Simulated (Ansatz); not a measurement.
Start from `CCCCCCCCCCO` and change one atom or group to get `C=CCCCCCCCCCC`.

Ansatz, PBE0-D4/def2-TZVP geometries, multiplicity 1. Each molecule was computed in one conformer, which needn't be the lowest.

```tsv
property	`CCCCCCCCCCO`
HOMO–LUMO gap (ωB97M-V/def2-TZVPP) / eV	12.61
HOMO–LUMO gap (PBE/def2-TZVPP) / eV	6.25
size of the dipole moment (PBE/def2-TZVPP) / D	1.50
LUMO energy (ωB97M-V/def2-TZVPP) / eV	2.43
LUMO energy (PBE/def2-TZVPP) / eV	0.17
HOMO energy (B3LYP/def2-TZVPP) / eV	-7.50
```

Question: What does the change do to each property? (Best estimate.)

Answer: The calculation gave: 
| property | `C=CCCCCCCCCCC` | shift |
| --- | --- | --- |
| HOMO–LUMO gap (ωB97M-V/def2-TZVPP) / eV | 11.79 | -0.82 |
| HOMO–LUMO gap (PBE/def2-TZVPP) / eV | 5.41 | -0.84 |
| size of the dipole moment (PBE/def2-TZVPP) / D | 0.46 | -1.04 |
| LUMO energy (ωB97M-V/def2-TZVPP) / eV | 2.30 | -0.13 |
| LUMO energy (PBE/def2-TZVPP) / eV | -0.71 | -0.88 |
| HOMO energy (B3LYP/def2-TZVPP) / eV | -7.02 | 0.48 |

With PBE0 the HOMO rises by 0.49 eV and the LUMO falls by 0.68 eV, so the gap narrows by about 1.17 eV. PBE moves the HOMO by -0.04 eV and ωB97M-V by 0.69 eV. Dipoles are sizes alone; their direction can turn.

B3LYP here is the variant with VWN-RPA as its local correlation; programs differ in this.
